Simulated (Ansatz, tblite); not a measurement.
Forces on the cluster LiPt₃ at its PBE-D4/def2-TZVP geometry. Total charge 0; doublet.

In the def2 sets Pt takes a core potential; there is no spin–orbit coupling. The xTB rows come from tblite. The structure comes from a short search, and lower isomers may exist.

GFN1-xTB (tblite), largest force 2.44 eV/Å:

```xyz
4
positions Å, forces eV/Å
Li    0.111   -1.418   -0.513    0.049   -0.626   -0.227
Pt   -0.863    0.004    1.289    1.353    0.986   -1.778
Pt   -0.670    0.879   -1.089    1.033   -0.465    2.164
Pt    1.422    0.536    0.313   -2.435    0.105   -0.160
```

GFN2-xTB (tblite), largest force 1.09 eV/Å:

```
Li 0.056 -0.714 -0.258
Pt -0.614 -0.100 0.891
Pt -0.474 0.531 -0.821
Pt 1.032 0.283 0.188
```

PBE-D4/def2-TZVP (Ansatz), largest force 0.00 eV/Å:

```
Li 0.000 0.000 0.000
Pt 0.000 0.000 0.000
Pt 0.000 0.000 0.000
Pt 0.000 0.000 0.000
```
